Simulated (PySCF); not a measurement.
# Basis and Hamiltonian dependence of the electron affinity of Sb

Sb⁻ [Kr] 4d10 5s2 5p4 (3P) → Sb [Kr] 4d10 5s2 5p3 (4S). All values are computed (PySCF 2.14, energy differences of UHF-based or UKS calculations, no spin-orbit coupling). Values in eV.

```
                                                                      basis       Hamiltonian  functions     UHF  r2SCAN   PBE0  MP2 (valence)  CCSD(T) (valence)  CCSD(T) (valence and next inner shell)
                                               aug-cc-pVDZ-PP with ECP28MDF               ECP         32  -0.104   0.863  0.847          0.399              0.496                                     n/a
                                             aug-cc-pwCVDZ-PP with ECP28MDF               ECP         48  -0.101   0.882  0.862          0.404              0.502                                   0.509
                                               aug-cc-pVTZ-PP with ECP28MDF               ECP         55  -0.061   0.901  0.880          0.598              0.757                                     n/a
                    def2-TZVPPD with the def2 core potential (28 electrons)               ECP         56  -0.168   0.801  0.775          0.431              0.579                                   0.593
aug-cc-pVTZ-PP with one added diffuse shell each of d, f type with ECP28MDF               ECP         67  -0.060   0.903  0.880          0.600              0.759                                     n/a
                                                            aug-cc-pVTZ-DK3     spin-free X2C         68  -0.057   0.923  0.896          0.605              0.763                                     n/a
                                                               ANO-RCC-VTZP     spin-free X2C         68  -0.105   0.896  0.880          0.434              0.544                                   0.578
                    def2-QZVPPD with the def2 core potential (28 electrons)               ECP         88  -0.108   0.856  0.831          0.584              0.747                                     n/a
                                             aug-cc-pwCVTZ-PP with ECP28MDF               ECP         96  -0.055   0.915  0.891          0.611              0.770                                     n/a
                                                          aug-cc-pwCVTZ-DK3     spin-free X2C        109  -0.053   0.926  0.900          0.617              0.775                                     n/a
     aug-cc-pwCVTZ-DK3 with one added diffuse shell each of s, p, d, f type     spin-free X2C        125  -0.050   0.934  0.905          0.623                n/a                                     n/a
          x2c-QZVPPall with one added diffuse shell each of s, p, d, f type     spin-free X2C        128  -0.053   0.926  0.902          0.657                n/a                                     n/a
                                                                 dyall-av2z  non-relativistic        130   0.029   1.005  0.979          0.501              0.591                                     n/a
                                               aug-cc-pV5Z-PP with ECP28MDF               ECP        139  -0.051   0.923  0.897          0.719                n/a                                     n/a
```

Frozen in the all-electron rows: valence: [Kr] 4d10; valence and next inner shell: [Ar] 3d10; with a core potential, the same shells as far as they lie outside it.

Non-relativistic rows lack the scalar-relativistic shift.

In most of these bases the highest occupied level of the anion is positive at r2SCAN, PBE0, so the basis helps to hold the electron.

Between the lowest levels the reference is 1.047 eV (measured; photodetachment measurements, as compiled on the Wikipedia data page of electron affinities); it includes spin-orbit coupling, which these numbers lack.
